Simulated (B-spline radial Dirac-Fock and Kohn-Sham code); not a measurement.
How the binding energies of Zn²⁹⁺ add up

System: Zn²⁹⁺ in the configuration 1s1; nuclear rms radius 3.9283 fm (A = 64).

Level of theory: Dirac-Fock ΔSCF + Breit + QED; a radial atomic solver. No correlation. Energies are counted from the vacuum level.

All terms are in eV, carry their sign (relaxation lowers the binding energy) and add up to the binding energy; ⟨r⟩ is the mean radius of the orbital in the initial state.

| subshell | −ε (Koopmans) | relaxation | Gaunt | retardation | QED | binding energy | ⟨r⟩ (bohr) |
| --- | --- | --- | --- | --- | --- | --- | --- |
| K | 12395.4 | 0.00 | 0.00 | 0.00 | -6.31 | 12389.0 | 0.049 |

For the deepest level, K (1s), the Breit terms make up 0.000 % of the binding energy, QED -0.051 % and orbital relaxation 0.000 %.

Going to the tabulated ground configuration of the next ion removes an electron from K (1s), computed at 12389.0 eV. NIST lists 12388.94 eV as the ionisation energy of this species (theoretical), -0.10 eV from the computed value.
